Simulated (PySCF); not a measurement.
# Polarisability and C₆ of Zn³⁺ (zinc, charge +3)

[Ar] 3d9, 2D determinant. Computed with PySCF 2.14 in aug-cc-pwCVTZ-PP with ECP10MDF, with scalar relativity through the core potential. Coupled (time-dependent) response in atomic units; α is the mean over directions.

```
method  mean α (bohr³)         α xx, yy, zz  C₆ (like pair)   S(−4)
   UHF           1.284  1.252, 1.252, 1.348           2.830  0.4689
   PBE           1.491  1.447, 1.447, 1.577           3.331  0.7704
```

S(−4) is the Cauchy moment in α(ω) = α(0) + S(−4) ω² + …

α(iu) at UHF:

```tsv
u (hartree)	α(iu) (bohr³)
0	1.284
0.0500	1.283
0.100	1.279
0.200	1.265
0.300	1.244
0.500	1.184
0.750	1.091
1.00	0.9972
1.50	0.8290
2.00	0.6939
3.00	0.5007
5.00	0.2914
```

For an ion, C₆ is the dispersion term alone; charge-induced terms of lower order in 1/R come first.

The components differ because the open shell of this determinant is not spherical; for a pure term their mean is the scalar polarisability.

Energies and moments cover only the electrons outside the core potential.
